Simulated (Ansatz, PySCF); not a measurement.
Gas-phase reaction (SMILES): C=C[Si](F)(F)F + N (NH3) → N[Si](F)(F)F + C=C (C2H4) [ethene]; ammonia cleaves one Si-C bond, a model of a ligand-exchange step.

Each molecule is optimised on its own at B3LYP-D3(BJ)/def2-TZVP (Ansatz, an electronic-structure program), one conformer each, not searched for the lowest. Cores are frozen in the correlated levels unless marked. No spin-orbit coupling. Non-relativistic. CBS(X,Y): correlation extrapolated as X^-3; Hartree-Fock from the larger set. Thermal terms are rigid-rotor harmonic-oscillator values from B3LYP-D3(BJ) frequencies (Ansatz or PySCF) at 298.15 K and 1 atm. 1 Eh = 627.5095 kcal/mol.

```
species         E, CCSD(T)/CBS(cc-pV(T+d)Z,cc-pV(Q+d)Z) (Ansatz) (Eh)  E, wB97X-V/def2-TZVPD (Ansatz) (Eh)  H - E (Eh)
--------------  -----------------------------------------------------  -----------------------------------  ----------
C=C[Si](F)(F)F                                             -666.55405                           -667.24375     0.05993
N (NH3)                                                     -56.50369                            -56.56167     0.03799
N[Si](F)(F)F                                               -644.60700                           -645.23909     0.04235
C=C (C2H4)                                                  -78.47456                            -78.58890     0.05494
```

Question: Work out ΔE and ΔH at 298.15 K at the first level, then ΔH at the second.

Answer: 
1. ΔE = [(-644.60700) + (-78.47456)] - [(-666.55405) + (-56.50369)] = -0.02382 Eh = -14.9 kcal/mol at CCSD(T)/CBS(cc-pV(T+d)Z,cc-pV(Q+d)Z).
2. The terms H - E add up to -0.00063 Eh, so ΔH = (-0.02382 + (-0.00063))×627.5095 = -15.3 kcal/mol.
3. At wB97X-V/def2-TZVPD the same steps give ΔE = -14.2 and ΔH = -14.6 kcal/mol, a shift of +0.7 from the first level.
4. These values are not checked against measurement here, since the tables used lack a sound gas-phase enthalpy of formation for at least one species.
